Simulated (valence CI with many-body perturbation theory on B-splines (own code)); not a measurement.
**E1 transitions of W25+**

Calculated by relativistic CI+MBPT: three valence electrons over a frozen Dirac-Fock core [Kr] 4d10, radial functions for each j: 8 s, 8 p, 9 d, 9 f, 6 g, 3 h, 2 i, with the one-electron correlation potential Σ1 (screened to all orders), the two-electron term Σ2, the three-electron term Σ3, Breit, model QED; selected single and double excitations, second order for the rest (own B-spline code, finite nucleus).

No measured levels were compared; by estimate terms of the open shell hold to a few per cent of their energy, and close levels can change places. Core correlation moves these levels by up to 48000 cm⁻¹, and in measured spectra 5 to 20 % of such shifts remained as error; rates that hang on mixing are uncertain with them.

Lines 51 to 100 of 154 in falling wavelength, among levels below 127.88 eV, chosen from the strongest by gf and those to the six lowest levels. Wavelengths and rates use the calculated energies, so an error of 2000 cm⁻¹ moves a line at 115.6 Å by 0.23 % and its rate by three times that or more. Electric multipoles are in the length gauge, E1 and E2 with the static RPA response of the core. Weak lines are less certain than strong ones. Lines between different terms over intervals too small for the method are left out, as are lines whose strength nearly cancels. Where a level lies close to another of its J and parity, the split of strength between their lines is uncertain. The highest levels of a list are the least certain.

Names give the largest LS component (configuration and term), which can be under half, so a name can repeat, a term be missing and a line seem to break the LS rules; names also repeat where a configuration has a term twice. Letters in brackets count levels of one name in rising energy.

| λ vac (Å) | Upper | Lower | A (s⁻¹) | log gf | Branch % |
| --- | --- | --- | --- | --- | --- |
| 115.6 | 4f2 5s 2H_11/2 | 4f3 2H°_11/2 [b] | 5.56e+04 | -5.87 | 5.4 |
| 115.5 | 4f2 5s 4P_1/2 | 4f3 4D°_1/2 | 2.00e+05 | -6.10 | 11.9 |
| 115.2 | 4f2 5s 2G_9/2 | 4f3 2G°_9/2 [a] | 3.99e+04 | -6.10 | 4.9 |
| 115.1 | 4f2 5s 4F_7/2 | 4f3 4F°_9/2 | 3.38e+04 | -6.27 | 3.9 |
| 114.9 | 4f2 5s 4F_3/2 | 4f3 4F°_5/2 | 1.49e+05 | -5.93 | 19.9 |
| 114.8 | 4f2 5s 4F_9/2 | 4f3 4F°_9/2 | 1.07e+05 | -5.68 | 15.4 |
| 114.4 | 4f2 5s 2F_7/2 | 4f3 2G°_9/2 [a] | 2.36e+05 | -5.43 | 22.9 |
| 114.3 | 4f2 5s 2H_11/2 | 4f3 4G°_9/2 | 2.33e+04 | -6.26 | 2.3 |
| 114.3 | 4f2 5s 4F_5/2 | 4f3 4F°_5/2 | 2.07e+05 | -5.61 | 27.4 |
| 114.3 | 4f2 5s 4H_13/2 | 4f3 2H°_11/2 [a] | 7.98e+04 | -5.66 | 28.7 |
| 114.0 | 4f2 5s 2H_9/2 | 4f3 4F°_7/2 | 3.07e+04 | -6.22 | 5.1 |
| 114.0 | 4f2 5s 2D_5/2 | 4f3 4D°_3/2 | 5.25e+04 | -6.21 | 3.4 |
| 113.9 | 4f2 5s 2I_13/2 | 4f3 2I°_13/2 | 7.90e+05 | -4.67 | 52.8 |
| 113.9 | 4f2 5s 2I_11/2 | 4f3 2I°_13/2 | 7.26e+04 | -5.77 | 4.0 |
| 113.7 | 4f2 5s 2F_5/2 | 4f3 4G°_7/2 | 1.87e+05 | -5.66 | 19.7 |
| 113.5 | 4f2 5s 2P_3/2 | 4f3 2D°_3/2 [c] | 5.17e+05 | -5.40 | 13.7 |
| 113.1 | 4f2 5s 4F_7/2 | 4f3 4F°_7/2 | 3.11e+05 | -5.32 | 36.3 |
| 113.1 | 4f2 5s 4H_11/2 | 4f3 2H°_9/2 [a] | 8.83e+04 | -5.69 | 27.7 |
| 113.1 | 4f2 5s 4F_3/2 | 4f3 4F°_3/2 | 3.06e+05 | -5.63 | 40.8 |
| 112.9 | 4f2 5s 2P_3/2 | 4f3 2F°_5/2 [a] | 1.25e+05 | -6.02 | 3.3 |
| 112.9 | 4f2 5s 4H_9/2 | 4f3 4I°_11/2 | 4.10e+04 | -6.11 | 15.5 |
| 112.9 | 4f2 5s 2D_3/2 | 4f3 2D°_5/2 [a] | 6.80e+05 | -5.28 | 46.8 |
| 112.7 | 4f2 5s 2H_11/2 | 4f3 4F°_9/2 | 2.34e+04 | -6.27 | 2.3 |
| 112.6 | 4f2 5s 2H_9/2 | 4f3 2H°_9/2 [a] | 1.60e+03 | -7.52 | 0.3 |
| 112.6 | 4f2 5s 4P_3/2 | 4f3 2D°_5/2 [b] | 2.14e+05 | -5.79 | 9.5 |
| 112.5 | 4f2 5s 4F_5/2 | 4f3 4F°_3/2 | 2.29e+05 | -5.58 | 30.4 |
| 112.5 | 4f2 5s 2I_13/2 | 4f3 2I°_11/2 | 1.00e+05 | -5.57 | 6.7 |
| 112.5 | 4f2 5s 2F_5/2 | 4f3 4G°_5/2 | 1.50e+05 | -5.77 | 15.8 |
| 112.4 | 4f2 5s 2I_11/2 | 4f3 2I°_11/2 | 5.77e+05 | -4.88 | 31.9 |
| 112.3 | 4f2 5s 4F_7/2 | 4f3 4F°_5/2 | 6.08e+04 | -6.04 | 7.1 |
| 112.3 | 4f2 5s 4P_5/2 | 4f3 4D°_7/2 | 7.29e+04 | -6.08 | 3.2 |
| 112.3 | 4f2 5s 4P_3/2 | 4f3 4D°_3/2 | 1.15e+05 | -6.06 | 5.1 |
| 112.3 | 4f2 5s 2F_5/2 | 4f3 4F°_7/2 | 2.12e+05 | -5.62 | 22.4 |
| 112.2 | 4f2 5s 4H_11/2 | 4f3 4I°_13/2 | 7.68e+04 | -5.76 | 24.1 |
| 112.0 | 4f2 5s 2F_7/2 | 4f3 4G°_9/2 | 8.10e+04 | -5.91 | 7.9 |
| 111.8 | 4f2 5s 4F_7/2 | 4f3 2H°_9/2 [a] | 2.24e+04 | -6.47 | 2.6 |
| 111.7 | 4f2 5s 2F_7/2 | 4f3 2G°_7/2 [a] | 4.85e+04 | -6.14 | 4.7 |
| 111.7 | 4f2 5s 2D_3/2 | 4f3 2D°_3/2 [a] | 2.55e+05 | -5.72 | 17.6 |
| 111.7 | 4f2 5s 4H_13/2 | 4f3 4I°_15/2 | 7.69e+04 | -5.70 | 27.7 |
| 111.5 | 4f2 5s 2F_5/2 | 4f3 4F°_5/2 | 1.94e+04 | -6.66 | 2.0 |
| 111.5 | 4f2 5s 4F_9/2 | 4f3 2H°_9/2 [a] | 1.81e+05 | -5.47 | 26.1 |
| 111.4 | 4f2 5s 2G_7/2 | 4f3 4F°_5/2 | 2.25e+04 | -6.47 | 2.6 |
| 111.3 | 4f2 5s 2I_13/2 | 4f3 2H°_11/2 [b] | 1.84e+05 | -5.32 | 12.3 |
| 111.3 | 4f2 5s 2P_1/2 | 4f3 4D°_3/2 | 1.79e+06 | -5.18 | 44.2 |
| 111.2 | 4f2 5s 2I_11/2 | 4f3 2H°_11/2 [b] | 2.37e+05 | -5.28 | 13.1 |
| 111.2 | 4f2 5s 2P_3/2 | 4f3 2D°_3/2 [b] | 3.64e+05 | -5.57 | 9.6 |
| 111.1 | 4f2 5s 2G_9/2 | 4f3 4F°_9/2 | 1.92e+05 | -5.45 | 23.5 |
| 111.0 | 4f2 5s 4H_7/2 | 4f3 4I°_9/2 | 9.08e+04 | -5.87 | 43.5 |
| 110.9 | 4f2 5s 2G_7/2 | 4f3 2H°_9/2 [a] | 2.57e+05 | -5.42 | 29.5 |
| 110.4 | 4f2 5s 2F_7/2 | 4f3 4F°_9/2 | 9.17e+04 | -5.87 | 8.9 |

Q: How does gf follow from A for the line at 110.9 Å?

A: gf = 1.4992 × (2J+1)_upper × A / σ², with σ = 902069 cm⁻¹ and 2J+1 = 8: gf = 3.79e-06.
